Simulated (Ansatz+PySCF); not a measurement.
# quintet FeCl2: levels of theory in one basis

```json
{"atom": "Fe", "x (Å)": "0.0000", "y (Å)": "0.0000", "z (Å)": "0.0000"}
{"atom": "Cl", "x (Å)": "0.0000", "y (Å)": "0.0000", "z (Å)": "2.2131"}
{"atom": "Cl", "x (Å)": "0.0000", "y (Å)": "0.0000", "z (Å)": "-2.2131"}
```

Basis set: def2-SVP (spherical functions). Correlated methods keep 15 orbitals frozen. Correlation on ROHF uses semicanonical orbitals with singles. Charge 0, multiplicity 5.

Computed with Ansatz (development build ahead of 0.2.0); each method stands on the lowest determinant of its kind that the runs found.

```json
{"method": "ROHF", "E − E(ROHF) (eV)": "0.00", "<S²> of the determinant": "6.00"}
{"method": "UHF", "E − E(ROHF) (eV)": "-0.15", "<S²> of the determinant": "6.01"}
{"method": "ROHF-MP2", "E − E(ROHF) (eV)": "-13.89", "<S²> of the determinant": "–"}
{"method": "UHF-MP2", "E − E(ROHF) (eV)": "-13.92", "<S²> of the determinant": "6.01"}
```

Is a single determinant a sound starting point here?

By this sign, yes. Unrestricted orbitals gain 0.15 eV and <S²> is 6.01 against 6.00 for a pure state.

Caution: other spin multiplicities were not run.
